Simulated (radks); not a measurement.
Q: Dy III, 64 electrons, occupied as [Kr] 4d10 4f10 5s1 5p6 6p1 (not the ground configuration). Method: Dirac Kohn-Sham, PW91, spin-unpolarised, spherical densities, finite nucleus; open shells fill j = l - 1/2 first; Fermi nuclear charge, rms radius 5.2218 fm; computed with a radial shooting solver on a logarithmic mesh with Libxc functionals. Some entries of the table are withheld. Estimate them.

orbital,occ.,eigenvalue (eV),r(max) (bohr)
1s1/2,2,-53617.63,(1)
2s1/2,2,(2),0.07621
2p1/2,2,-8506.755,0.05739
2p3/2,4,-7706.255,0.06342
3s1/2,2,-2006.437,0.2157
3p1/2,2,(3),0.2030
3p3/2,4,(4),0.2157
3d3/2,4,(5),(6)
3d5/2,6,(7),(8)
4s1/2,2,-413.8877,0.4946
4p1/2,2,-338.8766,0.4978
4p3/2,4,-301.7753,0.5248
4d3/2,4,(9),0.5301
4d5/2,6,(10),0.5388
5s1/2,1,-69.8676,1.154
5p1/2,2,-49.2138,1.255
5p3/2,4,-44.1909,1.334
4f5/2,6,-24.8447,0.5369
4f7/2,4,-23.9460,0.5422
6p1/2,1,-12.8861,3.473
6p3/2,0,-12.2116,3.659

A: 
(1) 1s1/2 r(max) (bohr): 0.01337
(2) 2s1/2 eigenvalue (eV): -8941.967
(3) 3p1/2 eigenvalue (eV): -1816.315
(4) 3p3/2 eigenvalue (eV): -1650.072
(5) 3d3/2 eigenvalue (eV): -1322.832
(6) 3d3/2 r(max) (bohr): 0.1708
(7) 3d5/2 eigenvalue (eV): -1286.524
(8) 3d5/2 r(max) (bohr): 0.1744
(9) 4d3/2 eigenvalue (eV): -178.1758
(10) 4d5/2 eigenvalue (eV): -171.4641
